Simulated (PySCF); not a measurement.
Choosing a molecule for a target property.

All species are isolated and taken at one optimised geometry, non-relativistic unless stated. Electronic properties by PySCF.

The conformers computed, where there is a choice (atom-mapped SMILES and torsion angles):
- `[O:1]=[S:2](=[O:3])([Cl:4])[c:5]1[cH:6][cH:7][cH:8][c:9]([F:10])[cH:11]1`: O1–S2–C5–C6 159°
- `[CH2:1]=[C:2]([SiH2:3][O:4][C:5]([CH3:6])=[S:7])[S:8][CH3:9]`: C1–C2–Si3–O4 -14°, C2–Si3–O4–C5 77°, Si3–O4–C5–C6 180°, C1–C2–S8–C9 -3°
- `[CH3:1][CH2:2][C:3]1=[CH:4][SiH2:5][CH:6]=[C:7]1[CH:8]1[CH2:9][CH2:10]1`: C1–C2–C3–C4 -5°, C6–C7–C8–C9 95°
- `[CH3:1][C:2]1=[CH:3][C:4]/1=[C:5](/[CH3:6])[C:7]([F:8])([F:9])[F:10]`: C4–C5–C7–F8 121°

(1) Wanted: dipole moment below 5 D (PBE0/pcSseg-1) and HOMO–LUMO gap below 5 eV (PBE0/pcSseg-1), at GFN2-xTB geometries. Which candidate meets both?
A. `CCC1=C[SiH2]C=C1C1CC1`
B. `O=S(=O)(Cl)c1cccc(F)c1`
C. `CC1=CC/1=C(/C)C(F)(F)F`
D. `CSC([SiH2]OC(C)=S)=C`

## Answers

(1) D. Computed values:
```csv
species,dipole moment,HOMO–LUMO gap
CCC1=C[SiH2]C=C1C1CC1,1.16 D,5.19 eV
CSC([SiH2]OC(C)=S)=C,2.14 D,4.85 eV
O=S(=O)(Cl)c1cccc(F)c1,4.48 D,6.01 eV
CC1=CC/1=C(/C)C(F)(F)F,5.25 D,5.71 eV
```
